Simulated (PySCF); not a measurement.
C₆H₇, SMILES C1CCC=[C]C=1 (connectivity only; charge and spin as stated), charge +1, multiplicity 1. Atoms are numbered in the order given.

```xyz
13

C      0.5393    -1.1411     0.2325
C     -0.7370    -1.2503     0.3813
C     -1.3456    -0.0626    -0.4281
C     -0.5487     1.1977    -0.0057
C      0.9443     1.0032    -0.1065
C      1.5595    -0.2171     0.0712
H     -1.3109    -1.8816     1.0673
H     -1.2783    -0.2409    -1.5129
H     -2.4107     0.0108    -0.1656
H     -0.8510     2.0606    -0.6164
H     -0.7772     1.4658     1.0452
H      1.5631     1.8322    -0.4761
H      2.5947    -0.4256    -0.2087
```
Charge +1, spin multiplicity 1.

Geometry: ωB97X-D3(BJ)/def2-SVP. The spin state was assumed, not searched. The isomer is the one that the SMILES or the coordinates give; other isomers of the formula were not compared. The values are those of a single conformer.

Level of theory: PBE/def2-TZVP in PySCF.

Atomic charges (e):

```tsv
atom	Mulliken	Löwdin
C1	0.19	0.16
C2	-0.10	-0.03
C3	-0.19	-0.15
C4	-0.18	-0.20
C5	-0.03	0.02
C6	-0.06	-0.08
H7	0.23	0.19
H8	0.19	0.17
H9	0.18	0.17
H10	0.18	0.17
H11	0.18	0.19
H12	0.20	0.18
H13	0.21	0.19
```

Q: Give the Mayer and Wiberg (Löwdin basis) orders of the bonds. (The exact figures need the calculation; the answer reports its results.)

A: 
```tsv
bond	Mayer	Wiberg
C1–C2	1.97	2.06
C2–C3	0.86	1.06
C3–C4	1.00	1.17
C4–C5	1.04	1.23
C1–C6	1.34	1.52
C5–C6	1.54	1.70
C2–H7	0.88	0.80
C3–H8	0.93	0.84
C3–H9	0.92	0.83
C4–H10	0.93	0.82
C4–H11	0.90	0.80
C5–H12	0.90	0.81
C6–H13	0.91	0.81
```
